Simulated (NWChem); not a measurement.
System: CBr$_{3}$, doublet; SMILES [C](Br)(Br)Br

```xyz
4

Br     1.0717     1.5013    -0.0135
C      0.0000     0.0000     0.2369
Br    -1.8360     0.1775    -0.0135
Br     0.7643    -1.6788    -0.0135
```
Atoms are numbered in this order, from 1.

Computed with NWChem. Pople sets run with spherical d functions. Spin-unrestricted. In the optimisation the excess spin sits in a (C3, its own frame). Structure relaxed at the PBE0/def2-SVP, spin-unrestricted level. No stability test was run on the SCF state.

### Question
Among these, which level gives the lowest value of “dipole (D)”?
(A) PBE/def2-TZVPD
(B) PBE/6-311G**
(C) PBE/STO-3G
(D) PBE/3-21G

### Answer
A, PBE/def2-TZVPD. Values: PBE/def2-TZVPD 0.15; PBE/STO-3G 0.25; PBE/6-311G** 0.32; PBE/3-21G 0.58
